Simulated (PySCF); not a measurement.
# LDA on Nd(2+) (neodymium, charge +2)

Configuration: [Xe] 4f3 6s1, one real determinant (an excited configuration). Computed with PySCF 2.14 in ANO-RCC-VTZP (8s7p5d3f2g1h, 104 functions), with the spin-free X2C one-electron Hamiltonian (Gaussian nucleus).

* Total energy: -9614.40 hartree
* One-electron energy: -13089.00 hartree
* Hartree (Coulomb) energy: 3691.51 hartree
* Exchange-correlation energy: -216.91 hartree
* ⟨S²⟩: 6.0004
* ⟨L²⟩: 34.002
* Sum of ⟨r⟩: 36.84 bohr
* Sum of ⟨r²⟩: 53.29 bohr²
* Traceless quadrupole moment −½Σ⟨3z² − r²⟩ along its main axis: -0.0515 e·bohr²
* Langevin diamagnetic susceptibility: -42.2 ×10⁻⁶ cm³/mol

| shell | electrons | mean orbital energy (eV) | spread (eV) | rms radius, mean of both spins (bohr) |
| --- | --- | --- | --- | --- |
| 1s α | 1 | -43265.5 | 0 | 0.0270 |
| 1s β | 1 | -43265.4 | 0 | 0.0270 |
| 2s α | 1 | -7019.9 | 0 | 0.109 |
| 2s β | 1 | -7019.9 | 0 | 0.109 |
| 2p α | 3 | -6291.0 | 0.046 | 0.0978 |
| 2p β | 3 | -6291.0 | 0.048 | 0.0978 |
| 3s α | 1 | -1542.5 | 0 | 0.285 |
| 3s β | 1 | -1541.6 | 0 | 0.285 |
| 3p α | 3 | -1311.6 | 0.230 | 0.284 |
| 3p β | 3 | -1310.7 | 0.290 | 0.284 |
| 3d α | 5 | -985.57 | 0.235 | 0.262 |
| 3d β | 5 | -984.83 | 0.356 | 0.262 |
| 4s α | 1 | -325.68 | 0 | 0.645 |
| 4s β | 1 | -323.31 | 0 | 0.645 |
| 4p α | 3 | -249.54 | 0.319 | 0.684 |
| 4p β | 3 | -247.17 | 0.480 | 0.684 |
| 4d α | 5 | -140.14 | 0.353 | 0.759 |
| 4d β | 5 | -137.78 | 0.748 | 0.759 |
| 5s α | 1 | -60.313 | 0 | 1.53 |
| 5s β | 1 | -58.936 | 0 | 1.53 |
| 5p α | 3 | -41.000 | 0.114 | 1.76 |
| 5p β | 3 | -39.868 | 0.190 | 1.76 |
| 4f α | 3 | -24.384 | 0.219 | 1.11 |
| 6s α | 1 | -15.989 | 0 | 3.94 |

⟨L²⟩ = 34.00 against 42 for a pure I term, so this real determinant mixes terms. Spin-orbit coupling, absent here, splits the open shell strongly.

Densities and radii are taken from the X2C orbitals without a picture-change correction, which distorts them close to the nucleus.
